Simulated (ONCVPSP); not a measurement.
**Before and after: ONCV potential for europium**

- Element: Eu
- Generator: ONCVPSP 4.0.1
- Type: optimised norm-conserving Vanderbilt (ONCV)
- Functional: PBEsol
- Relativity: scalar-relativistic
- Frozen core: [Xe] 4f6
- Valence charge: 3
- Reference configuration: 5d1 6s1 (charge +1)
- Partial waves: 6s: rc 2.60 bohr, ncon 3, nbas 8, qcut 2.4 1/bohr, 2 projectors, debl 2.5 Ha; p scattering state at 0.34 Ha: rc 3.15 bohr, ncon 4, nbas 7, qcut 2.8 1/bohr, 2 projectors, debl 0.6 Ha; 5d: rc 3.25 bohr, ncon 4, nbas 9, qcut 5.6 1/bohr, 2 projectors, debl 2.3 Ha; f scattering state at 0.35 Ha: rc 3.30 bohr, ncon 4, nbas 7, qcut 3.5 1/bohr, 2 projectors, debl 0.9 Ha
- Local potential: polynomial inside 1.90 bohr (lpopt 4, dvloc0 2 Ha)
- Core correction: Teter function, fcfact 3.75, rcfact 1.05

In the p channel the program set the typed energies aside and used 0.050, 0.650 Ha.

All-electron outer shells of the reference configuration (PBEsol, scalar-relativistic, ld1.x):

```csv
shell,level (eV),outermost node (bohr),outermost maximum (bohr)
4f,-14.69,–,0.59
6s,-9.17,1.63,3.26
5d,-8.49,0.81,1.95
```

Change: fully relativistic.

Cutoffs: the cutoffs (Ha) at which the residual kinetic energy of the hardest occupied pseudo-wave falls to 1 and 0.1 mHa per electron; they do not see the model core or the augmentation charge, which bear on the density cutoff. Errors are all-electron minus pseudo energies relative to the spin-unpolarised reference configuration.

Q: How do hardness, ghosts and transferability respond?

A: The potential gets neither clearly harder nor softer (7.9 Ha and 30 Ha → 8.0 Ha and 30 Ha); both files keep a bound ghost (p); of the 3 tests that both files solve, the error grows in 1 and shrinks in 1 by more than 15 % and 0.3 meV (median size 1.5 → 3.5 meV).

| quantity | base | changed |
| --- | --- | --- |
| cutoff, loose | 7.9 Ha | 8.0 Ha |
| cutoff, tight | 30 Ha | 30 Ha |
| loose cutoff by channel | s 4.0 Ha, d 7.9 Ha | s 4.1 Ha, d 8.0 Ha |
| bound ghosts | p | p3/2, p1/2 |
| GHOST(+) flags under 300 eV | s at 43.6 eV | s at 43.6 eV |
| tests counted as reliable (solved cleanly; for ONCVPSP, near-neutral configurations with less than one 5d electron left out) | 3 of 4 | 3 of 4 |
| error for 5d1 6s2, meV [ΔE -6.58 eV] | -1.5 | -3.5 |
| error for 5d1 6s0, meV [ΔE 11.88 eV] | +72 | +74 |
| error for 5d1 6s1.5, meV [ΔE -3.93 eV] | +0.9 | -0.2 |
| s: phases at 2.63 bohr within 0.05 rad from the reference energy up to (Ha; the scan ends near 5) | 1.4 | 1.4 |
| rms error of d²Exc/dni dnj with the model core, mHa | 13.32 | 15.02 |

Base: The cutoffs count occupied waves only; projector 2 of the s channel, the hardest unoccupied one, needs 46 Ha at the loose tolerance. Changed file: The cutoffs count occupied waves only; projector 2 of the s channel, the hardest unoccupied one, needs 46 Ha at the loose tolerance. A true bound ghost makes a file unfit for plane-wave use even where its test errors are small: the radial tests pick states by their node count and pass the ghost by.
